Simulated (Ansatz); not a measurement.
Compare A (`C[SiH2][SnH2][SH]`) with its isomer B (`[SiH3][CH2][SnH2][SH]`).

Isolated molecules relaxed with PBE0-D4/def2-TZVP in Ansatz; ΔE leaves out vibrations. CCSD(T)/CBS adds triple-zeta CCSD(T) − MP2 to the extrapolated MP2 energy (def2 sets, frozen cores). DFT in def2-TZVPP. B3LYP here is the variant with VWN-RPA as its local correlation; programs differ in this. Elements past krypton have def2 core potentials. For Sn outer-core shells are correlated without core-valence functions, which leaves a few kJ/mol of doubt a bond. One conformer a species, not always the lowest.

Task: Which is lower in electronic energy at CCSD(T)/CBS, and by how much? (Best estimate.)

Result: Computed: A, by 8.4 kcal/mol.

Task: Give E(B) − E(A) in kcal/mol with r2SCAN-D4, ωB97M-V, CCSD/def2-TZVPP, HF/def2-TZVPP, PBE0-D4, CCSD(T)/def2-TZVPP, B3LYP. (Estimate.)

Result: The calculation gave: r2SCAN-D4 10.6, ωB97M-V 9.0, CCSD/def2-TZVPP 8.1, HF/def2-TZVPP 9.0, PBE0-D4 11.3, CCSD(T)/def2-TZVPP 7.8, B3LYP 11.0. None reverses the order clearly.

Largest T1 diagnostic: 0.012.

In def2-TZVPP, CCSD(T) changes the Hartree–Fock value by −1.2 kcal/mol (the triples alone add −0.3 kcal/mol) and MP2 by −1.8 kcal/mol. The D4 term adds −0.8 kcal/mol with B3LYP and −0.4 kcal/mol with PBE0; it sums over pairs of atoms, weighted by their polarisabilities, and B3LYP, whose exchange is more repulsive, gets the larger term.
